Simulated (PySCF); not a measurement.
C₄H₅Si, SMILES C1=C[SiH]C=C1, multiplicity 2. Atoms are numbered in the order given.

```xyz
10

C      0.0000     0.7338    -1.2461
C      0.0000     1.3704    -0.0167
Si     0.0000     0.0000     1.1901
C      0.0000    -1.3704    -0.0167
C      0.0000    -0.7338    -1.2461
H      0.0000     1.2849    -2.2011
H      0.0000     2.4607     0.1056
H      0.0000     0.0000     2.6835
H      0.0000    -2.4607     0.1056
H      0.0000    -1.2849    -2.2011
```
Charge 0, spin multiplicity 2.

Geometry: PBE-D3(BJ)/def2-SVP. A frequency run showed that this geometry is not a minimum. The isomer is the one that the SMILES or the coordinates give; other isomers of the formula were not compared.

These are PBE/pcH-1 (PySCF) values and carry that method's errors.

Unrestricted Kohn–Sham, ⟨S²⟩ = 0.756. Hyperfine tensors hold the contact and dipolar terms, without spin-orbit corrections.

Computed hyperfine couplings:
```csv
nucleus,A(iso) (MHz),A(iso) (G),dipolar principal values (MHz)
13C no. 1,7.8,2.8,"-17.1, -16.3, 33.4"
13C no. 2,-17.5,-6.2,"-2.4, 0.9, 1.4"
29Si no. 3,-92.2,-32.9,"-136.0, 67.8, 68.2"
13C no. 4,-17.5,-6.2,"-2.4, 0.9, 1.4"
13C no. 5,7.8,2.8,"-17.1, -16.3, 33.4"
1H no. 6,-16.0,-5.7,"-8.7, -1.6, 10.3"
1H no. 7,-2.3,-0.8,"-1.7, -1.6, 3.3"
1H no. 8,-40.3,-14.4,"-8.8, 2.2, 6.7"
1H no. 9,-2.3,-0.8,"-1.7, -1.6, 3.3"
1H no. 10,-16.0,-5.7,"-8.7, -1.6, 10.3"
```
